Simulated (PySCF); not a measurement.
Bi³⁺ (bismuth, charge +3) across methods

[Xe] 4f14 5d10 6s2, closed-shell 1S. Computed with PySCF 2.14 in def2-QZVPP with one added diffuse shell each of s, p, d, f type with the def2 core potential (60 electrons) (8s7p5d5f1g, 98 functions), with scalar relativity through the core potential.

| method | E (hartree) | mean ε 5p (eV) | mean ε 5d (eV) | mean ε 6s (eV) | Σ⟨r²⟩ (bohr²) | ⟨S²⟩ |
| --- | --- | --- | --- | --- | --- | --- |
| PBE | -212.8753 | -124.94 | -54.744 | -39.921 | 34.16 | 0.000 |
| BHandHLYP | -212.7433 | -134.96 | -59.595 | -41.907 | 34.24 | 0.000 |
| LC-wPBE | -212.8748 | -130.97 | -59.807 | -43.692 | 34.07 | 0.000 |
| UHF | -211.88326 | -143.92 | -63.552 | -42.876 | 34.32 | 0.000 |
| r2SCAN | -212.9394 | -127.54 | -55.567 | -40.073 | 34.05 | 0.000 |
| wB97X-V | -212.8288 | -132.03 | -59.698 | -43.288 | 34.12 | 0.000 |
| LDA | -212.5390 | -124.83 | -54.834 | -40.404 | 34.23 | 0.000 |
| PBE0 | -212.8500 | -129.98 | -57.253 | -40.936 | 34.13 | 0.000 |

(1) Estimate the same row for PBEsol.

Energies and moments cover only the electrons outside the core potential. Spin-orbit coupling, which splits the p, d and f shells strongly at this Z, is absent.

Answers

(1) E (hartree) = -212.6511; mean ε 5p (eV) = -124.77; mean ε 5d (eV) = -54.691; mean ε 6s (eV) = -40.025; Σ⟨r²⟩ (bohr²) = 34.16; ⟨S²⟩ = 0.000.
